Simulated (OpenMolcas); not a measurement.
# A ladder of methods for CH7FSi2 (SMILES F[SiH2]C[SiH3])

CH7FSi2 has 11 atoms, charge 0, and is taken as a singlet. As SMILES, `F[SiH2]C[SiH3]`. The shape is that of a PBE0-D4/def2-TZVP optimisation. This is one conformer, not always the lowest.

```xyz
11

F    -1.6291    1.6674    0.2020
Si   -0.0692    1.4984    0.5344
C     0.3492   -0.3059    0.6055
Si   -0.1572   -1.3069   -0.8997
H     0.6940    2.1729   -0.5450
H     0.1757    2.1775    1.8314
H     1.4371   -0.3852    0.7226
H    -0.1013   -0.7511    1.4989
H    -1.6364   -1.3884   -0.9957
H     0.3699   -0.6657   -2.1341
H     0.3926   -2.6860   -0.8122
```

Each level gives the dipole moment (D). The values are calculated.

| level | kind | program | value (D) | CPU time |
| --- | --- | --- | --- | --- |
| BLYP/6-31G* (spherical functions) | GGA | OpenMolcas | 1.74 | 41 s |
| PBE/6-31G* (spherical functions) | GGA | OpenMolcas | ? | 41 s |
| revPBE/6-31G* (spherical functions) | GGA | OpenMolcas | 1.75 | 42 s |
| M06-L/6-31G* (spherical functions) | meta-GGA | OpenMolcas | ? | 48 s |
| TPSS/6-31G* (spherical functions) | meta-GGA | OpenMolcas | 1.75 | 50 s |
| r2SCAN/6-31G* (spherical functions) | meta-GGA | OpenMolcas | 1.83 | 45 s |
| PBE0/6-31G* (spherical functions) | global hybrid | OpenMolcas | 1.87 | 36 s |
| B3LYP/6-31G* (Cartesian functions) | global hybrid | OpenMolcas | 1.83 | 40 s |

(1) Estimate the missing values from the other rows.

Answers

(1) As computed at these levels: PBE/6-31G* (spherical functions): 1.76 D; M06-L/6-31G* (spherical functions): 1.85 D. The values span 1.74 to 1.87 D. CPU times are rough (shared hosts, several kinds of processor): they show what a rung costs within a factor of a few.
